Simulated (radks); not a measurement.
Task: Spherical quantum dot in the effective-mass picture: electrons in a parabolic well V = omega^2 r^2 / 2 with omega = 0.369, all in effective atomic units (hartree* = m*/eps^2 hartree, bohr* = eps/m* bohr), one dielectric constant everywhere. Method: non-relativistic Kohn-Sham, PBEsol, spin-polarised, spherical densities; computed with a radial shooting solver with Libxc functionals. Levels are named by radial order and angular momentum (1s, 1p, 1d, 2s, ...), and open shells are averaged over m. Results are scaled to m* = 0.205 and eps = 17.9, for which hartree* = 17.41 meV and bohr* = 4.621 nm. At N = 1 the configuration is 1s(up 1, down 0). Does electron 2 go into 1p up or 1s down?

Result: Into 1s down. The total energies of the other choices lie higher by 4.31 meV (1p up).
